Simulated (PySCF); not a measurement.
# J couplings in [C2H4AsO2]-

Geometry:
```json
{"atom": "O1", "x (Å)": "1.062", "y (Å)": "0.927", "z (Å)": "-1.215"}
{"atom": "C2", "x (Å)": "1.103", "y (Å)": "0.649", "z (Å)": "0.007"}
{"atom": "O3", "x (Å)": "1.886", "y (Å)": "1.035", "z (Å)": "0.884"}
{"atom": "C4", "x (Å)": "-0.023", "y (Å)": "-0.334", "z (Å)": "0.458"}
{"atom": "As5", "x (Å)": "-1.064", "y (Å)": "-0.752", "z (Å)": "-1.156"}
{"atom": "H6", "x (Å)": "-0.632", "y (Å)": "0.107", "z (Å)": "1.262"}
{"atom": "H7", "x (Å)": "0.416", "y (Å)": "-1.263", "z (Å)": "0.861"}
{"atom": "H8", "x (Å)": "-2.285", "y (Å)": "-1.398", "z (Å)": "-0.424"}
{"atom": "H9", "x (Å)": "-1.809", "y (Å)": "0.576", "z (Å)": "-1.243"}
```

Total charge -1.

Indirect spin–spin couplings were computed at B3LYP/pcJ-1 (pcSseg-1 on As) (PySCF) on a PBE0-D3(BJ)/def2-SVP structure, for the isolated molecule, without vibrational or relativistic corrections. Couplings are averaged over pairs made equivalent by symmetry, fast rotation or ring inversion, so a value needn't be that of the named pair in this geometry, while other rotamers aren't included; one pair stands for each set, and the list holds those of at least 1.5 Hz over up to four bonds.

Isotopes: 13C, 1H, 17O. Couplings to quadrupolar nuclei such as 17O and 33S are rarely resolved in practice.

```
  pair  bonds  J (Hz)
O1, C2      1    29.5
C2, C4      1       ?
C4, H6      1   136.4
O1, O3      2    -5.0
O1, C4      2    -9.5
C2, H6      2    -4.0
H6, H7      2   -14.6
H8, H9      2       ?
C2, H8      3       ?
H6, H8      3     5.7
O1, H8      4    -3.9
```

**Question.** Estimate the withheld couplings, with signs.

**Answer.** 
- 1J(C2,C4) = 43.7 Hz (bond length 1.562 Å)
- 2J(H8,H9) = -9.0 Hz (angle at As5 90°)
- 3J(C2,H8) = 2.1 Hz (mean over equivalent pairs that range from 0.1 to 4.2 Hz in this conformer)

Relativistic effects of the heavier atoms present are left out.
